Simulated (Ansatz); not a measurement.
`[SiH3][Ga]1[O][SiH2][S]1` + `[OH][Ge][Cl]` → `[SiH3][O][Ge][Cl]` + `[O]1[SiH2][S][GaH]1` at 298.15 K and 1 bar (cleavage of the Si–Ga bond).

Computed with Ansatz on PBE0-D4/def2-TZVP structures; ΔE is electronic, products minus reactants. CCSD(T)/CBS is the MP2 limit (def2-TZVPP, def2-QZVPP) plus CCSD(T) − MP2 in def2-TZVPP, frozen cores. For Ga, Ge outer-core shells are correlated without core-valence functions, which leaves a few kJ/mol of doubt a bond. Scalar relativity is left out up to krypton. Each species was taken in one conformer, which may not be the lowest.

```json
{"species": "`[SiH3][Ga]1[O][SiH2][S]1`", "CCSD(T)/CBS energy (Eh)": "-2978.18639", "H − E (kJ/mol)": "152.5", "S (J/(mol·K))": "398.3"}
{"species": "`[OH][Ge][Cl]`", "CCSD(T)/CBS energy (Eh)": "-2611.73425", "H − E (kJ/mol)": "51.9", "S (J/(mol·K))": "292.7"}
{"species": "`[SiH3][O][Ge][Cl]`", "CCSD(T)/CBS energy (Eh)": "-2902.05095", "H − E (kJ/mol)": "99.8", "S (J/(mol·K))": "352.4"}
{"species": "`[O]1[SiH2][S][GaH]1`", "CCSD(T)/CBS energy (Eh)": "-2687.89394", "H − E (kJ/mol)": "97.9", "S (J/(mol·K))": "319.3"}
```

H − E and S are ideal-gas, rigid-rotor, harmonic terms from PBE0-D4/def2-TZVP, for one conformer and one mirror image of each species. 1 Eh = 2625.50 kJ/mol, R = 8.31446 J/(mol·K).

**Question.** By hand: ΔE, ΔH, ΔS and ΔG.

**Answer.** ΔE = (-2902.05095) + (-2687.89394) − (-2978.18639) − (-2611.73425) = -0.02425 Eh = -63.7 kJ/mol. Δ(H − E) = 99.8 + 97.9 − 152.5 − 51.9 = -6.7, so ΔH = -70.4 kJ/mol. ΔS = 352.4 + 319.3 − 398.3 − 292.7 = -19.3 J/(mol·K). ΔG = -70.4 − 298.15 × (-19.3)/1000 = -64.6 kJ/mol.

**Question.** By hand: the equilibrium constant, and the temperature at which ΔG would vanish if ΔH and ΔS stayed fixed.

**Answer.** log₁₀ K = −ΔG/(RT ln 10) = 11.3. ΔG = 0 at ΔH/ΔS = 3648 K, far beyond where these terms or the molecules hold.

ΔH outweighs TΔS. A doubt of 5 kJ/mol in ΔE shifts log₁₀ K by 0.9 here. Other conformers and mirror images would add mixing entropy, several J/(mol·K) or more a flexible species. Modes under 60 cm⁻¹, often nearly free rotors, make the harmonic entropy too high. These are equilibria of isolated gas molecules and say nothing of rates. Largest T1 diagnostic: 0.015 (customary marks: 0.02 for closed shells, 0.045 for open ones).
